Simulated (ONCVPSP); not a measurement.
## Configuration tests for nitrogen (ONCV)

N, optimised norm-conserving Vanderbilt (ONCV), made with ONCVPSP 4.0.1 (PBE, scalar-relativistic). Core [He], reference 2s2 2p3. Waves: 2s: rc 1.10 bohr, ncon 3, nbas 7, qcut 7.4 1/bohr, 1 projector; 2p: rc 1.85 bohr, ncon 5, nbas 8, qcut 7.3 1/bohr, 2 projectors, debl 0.8 Ha. Local part: polynomial inside 1.05 bohr (lpopt 5, dvloc0 2 Ha). Core correction: polynomial model core, fcfact 0.2.

Energies are relative to the spin-unpolarised reference configuration 2s2 2p3; without spin polarisation the order of configurations can differ from experiment.

```
valence configuration  charge  ΔE all-electron (eV)  error AE − PS (meV)
              2s2 2p2      +1                13.591                  +31
            2s2 2p2.5    +0.5                 5.093                 +4.7
```

Problem. What are ΔE and the potential's error for 2s2 2p1?

Solution. ΔE = 42.445 eV all-electron; the error (AE − PS) is +269 meV.

Problem. What are ΔE and the potential's error for 2s2 2p0?

Solution. ΔE = 89.527 eV all-electron; the error (AE − PS) is +1097 meV.
